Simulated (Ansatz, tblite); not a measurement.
Forces on the cluster LaCu4 at its r2SCAN-D4/def2-SVP geometry. The state is a doublet with charge 0.

In the def2 sets La takes a core potential; there is no spin–orbit coupling. The xTB rows come from tblite. The structure comes from a short search, and lower isomers may exist.

GFN1-xTB (tblite), largest force 0.55 eV/Å:

```xyz
5
positions Å, forces eV/Å
La    0.678   -0.307   -1.629   -0.208    0.094    0.498
Cu   -0.649   -1.066    0.698   -0.082   -0.025    0.157
Cu   -1.760    0.538   -0.617   -0.052   -0.010   -0.508
Cu    1.610   -0.471    0.977    0.389   -0.142   -0.300
Cu    0.121    1.306    0.572   -0.047    0.083    0.152
```

GFN2-xTB (tblite), largest force 1.47 eV/Å:

```
La 0.129 -0.058 -0.309
Cu 0.017 0.430 0.236
Cu -1.240 0.365 -0.709
Cu 1.325 -0.403 0.504
Cu -0.231 -0.333 0.277
```

r2SCAN-D4/def2-TZVP (Ansatz), largest force 0.50 eV/Å:

```
La 0.147 -0.066 -0.352
Cu -0.201 -0.357 0.199
Cu -0.438 0.131 -0.210
Cu 0.440 -0.132 0.205
Cu 0.053 0.425 0.157
```
